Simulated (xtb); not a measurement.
B(Me)(Et)(NH2) (C₃H₁₀BN), SMILES CCB(C)N. All values are semi-empirical tight-binding results from xtb (GFN2-xTB unless named), good for trends rather than for accurate numbers. The structure is a stationary point at GFN2-xTB. One conformer was computed; it need not be the lowest.

```json
{
  "orbital_gap": "6.08 eV",
  "dipole_moment": "1.52 D",
  "zero_point_energy": "82.9 kcal/mol",
  "G − E(el) at 298.15 K (modified RRHO)": "63.5 kcal/mol",
  "static polarisability (D4 model)": "59.9 bohr³",
  "solvation energy, GFN2-xTB/ALPB(water)": "-2.4 kcal/mol",
  "solvation energy, GFN2-xTB/ALPB(toluene)": "-4.8 kcal/mol"
}
```

Computed IR lines (harmonic; lines under 4 % of the strongest left out, lines within 3 cm⁻¹ merged):
ν (cm⁻¹): 612 (vs), 735 (w), 835 (w), 867 (m), 875 (w), 996 (w), 1022 (w), 1073 (w), 1157 (s), 1323 (w), 1389 (s), 1400 (m), 1414 (w), 1518 (w), 1549 (s), 2950 (m), 2973 (m), 3007 (m), 3013 (s), 3022 (s), 3034 (m) (against the strongest line: vs over 80 %, s over 45 %, m over 15 %, w over 4 %, vw less)
